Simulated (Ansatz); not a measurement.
A set of 12 reactions (silylene extrusion), with CCSD(T)/CBS values in kJ/mol:

```json
{"reaction": "`[AlH2][SiH2]Cl` → `[AlH3]` + `[SiH]Cl`", "ΔE": "196.9"}
{"reaction": "`F[SiH](F)[SiH3]` → `F[SiH3]` + `F[SiH]`", "ΔE": "215.4"}
{"reaction": "`C[Si](C)(C)N` → `CC` + `C[Si]N`", "ΔE": "209.3"}
{"reaction": "`C[SiH2][SiH](O)Cl` → `C[SiH2]Cl` + `O[SiH]`", "ΔE": "187.7"}
{"reaction": "`C[SiH2]O` → H₂O + `C[SiH]`", "ΔE": "326.4"}
{"reaction": "`O[SiH](F)[SiH2]Cl` → `O[SiH2]F` + `[SiH]Cl`", "ΔE": "181.8"}
{"reaction": "`CO[SiH](Cl)OC` → `CO[Si]OC` + HCl", "ΔE": "255.3"}
{"reaction": "`C=C[SiH](N)CC` → `C=C` + `CC[Si]N`", "ΔE": "162.1"}
{"reaction": "`O[SiH](F)[S][GeH3]` → `O[Si]F` + `[SH][GeH3]`", "ΔE": "211.7"}
{"reaction": "`CO[SiH2]S[SiH2]O` → `O[SiH2]S` + `CO[SiH]`", "ΔE": "262.4"}
{"reaction": "`OB(S)[SiH2]Cl` → `OBS` + `[SiH]Cl`", "ΔE": "174.6"}
{"reaction": "`O[SiH2]SBF` → `O[SiH]` + `FBS`", "ΔE": "249.7"}
```

Isolated molecules relaxed with PBE0-D4/def2-TZVP in Ansatz; ΔE leaves out vibrations. CCSD(T)/CBS adds triple-zeta CCSD(T) − MP2 to the extrapolated MP2 energy (def2 sets, frozen cores). Small cases extrapolate CCSD(T) itself. Functionals use def2-TZVPP. B3LYP here is the variant with VWN-RPA as its local correlation; programs differ in this. For Ge outer-core shells are correlated without core-valence functions, which leaves a few kJ/mol of doubt a bond. Scalar relativity is left out up to krypton. Each species was taken in one conformer, which may not be the lowest.

(1) Give the mean, mean absolute and largest difference (level minus CCSD(T)/CBS, kJ/mol) for: r2SCAN-D4, PBE0-D4, B3LYP-D4, ωB97M-V, B2PLYP, PBE0, HF/def2-TZVPP, MP2/def2-TZVPP, SCS-MP2/def2-TZVPP, CCSD(T)/def2-TZVPP, MP2/def2-QZVPP, SCS-MP2/def2-QZVPP, HF/CBS(def2), CCSD/CBS(def2). (Estimate.)

The largest T1 diagnostic in the set is 0.016, for `O[SiH]` (customary mark 0.02).

CCSD(T)/CBS is a level of theory with its own doubt, and the functionals carry their triple-zeta basis error, so these figures describe this set and don't rank the functionals.

## Answers

(1) The calculation gave: 
```csv
level,mean,mean absolute,largest
r2SCAN-D4,16.4,16.4,24.9
PBE0-D4,10.6,10.6,19.7
B3LYP-D4,-8.0,8.0,-14.3
ωB97M-V,-8.5,8.5,-13.4
B2PLYP,-10.7,10.7,-16.2
PBE0,1.9,6.0,13.2
HF/def2-TZVPP,-13.6,15.4,-25.2
MP2/def2-TZVPP,9.1,9.1,13.6
SCS-MP2/def2-TZVPP,-2.1,3.6,-7.5
CCSD(T)/def2-TZVPP,-6.6,6.6,-8.6
MP2/def2-QZVPP,12.6,12.6,18.2
SCS-MP2/def2-QZVPP,1.9,3.5,7.6
HF/CBS(def2),-13.9,15.9,-25.8
CCSD/CBS(def2),-2.3,2.6,-5.0
```
